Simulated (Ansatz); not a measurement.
The input (input.yaml):

```yaml
crystal:
  periodic: [false, false, false]
  atoms:
    - { symbol: Ti, position_ang: [0.560967, -0.463274, -0.439541] }
    - { symbol: Cl, position_ang: [-1.329457, -0.79699, 2.581508] }
    - { symbol: Cl, position_ang: [1.469979, -0.426485, -2.43092] }
    - { symbol: Cl, position_ang: [0.200559, 1.570226, 0.306469] }
    - { symbol: "N", position_ang: [-0.933459, -1.50852, -0.628762] }
    - { symbol: H, position_ang: [-1.645935, -1.536138, 0.104175] }
    - { symbol: H, position_ang: [-1.195186, -2.040891, -1.458004] }
    - { symbol: S, position_ang: [2.036756, -1.589672, 1.056808] }
    - { symbol: H, position_ang: [1.444458, -2.787518, 0.835995] }
    - { symbol: H, position_ang: [-0.027382, -1.103538, 2.551873] }
basis:
  gaussian: { orbitals: def2-SVP }
hamiltonian:
  xc: b3lyp
relax:
  f_tol: 0.03
  max_steps: 50
output:
  orbitals: {}
```

Launched with:

```bash
$ ansatz run input.yaml --threads 4 --pin off --max-ram 5120MiB --backend cpu --events-out ev --progress --plain --runs-dir out
```

Hardware: 4 threads of Intel(R) Xeon(R) CPU @ 2.60GHz (Ice Lake), with other jobs on the host.

Question: Roughly how long does this run take, and how much memory?

Answer: 41 s, with a peak of 0.45 GiB, for 13 ionic steps.
